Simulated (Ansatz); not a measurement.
Consider the ligand exchange at a B–C bond: `FB(F)C[SiH3]` + CH₃SH → `CSB(F)F` + `C[SiH3]`.

Calculated with Ansatz (gas phase, PBE0-D4/def2-TZVP geometries, no zero-point term in ΔE). CCSD(T)/CBS adds triple-zeta CCSD(T) − MP2 to the extrapolated MP2 energy (def2 sets, frozen cores). This one scheme is used for every species. DFT in def2-TZVPP. One conformer a species, not always the lowest.

`FB(F)C[SiH3]`:

```xyz
10

F    -1.434   -1.274    1.540
B    -1.318   -0.758    0.327
F    -2.435   -0.307   -0.222
C     0.047   -0.652   -0.391
Si    0.944    0.961   -0.001
H    -0.080   -0.686   -1.477
H     0.713   -1.463   -0.082
H     0.122    2.121   -0.430
H     2.242    0.994   -0.723
H     1.199    1.065    1.459
```

CH₃SH:

Cartesian coordinates in Å:
```
C 0.371 0.302 0.112
S -1.027 -0.782 0.476
H 1.175 -0.237 -0.389
H 0.739 0.657 1.075
H 0.066 1.162 -0.482
H -1.324 -1.101 -0.792
```

`CSB(F)F`:

Z-matrix (Å, degrees):
```
C
S 1 1.812
H 1 1.088 2 110.8
H 1 1.088 2 110.8 3 -122.5
H 1 1.089 2 106.5 3 118.8
B 2 1.791 1 101.2 3 62.8
F 6 1.323 2 122.5 1 0.1
F 6 1.320 2 119.6 1 -179.9
```

`C[SiH3]`:

Cartesian coordinates in Å:
```
C -0.861 0.071 0.478
Si 0.771 -0.064 -0.428
H -1.624 -0.545 -0.004
H -1.215 1.104 0.487
H -0.759 -0.262 1.513
H 1.250 -1.472 -0.441
H 1.809 0.775 0.231
H 0.630 0.393 -1.837
```

| level | ΔE (kJ/mol) |
| --- | --- |
| r2SCAN | -50.8 |
| SCS-MP2/def2-QZVPP | -44.9 |

Task: What does CCSD(T)/CBS give? (An estimate is asked.)

Result: Computed: -44.0 kJ/mol. The listed levels differ from it by -6.8, -0.9 kJ/mol.

Largest T1 diagnostic among the species: 0.012.

In def2-TZVPP, CCSD(T) changes the Hartree–Fock value by −3.4 kJ/mol (the triples alone add −2.1 kJ/mol) and MP2 by −6.2 kJ/mol.
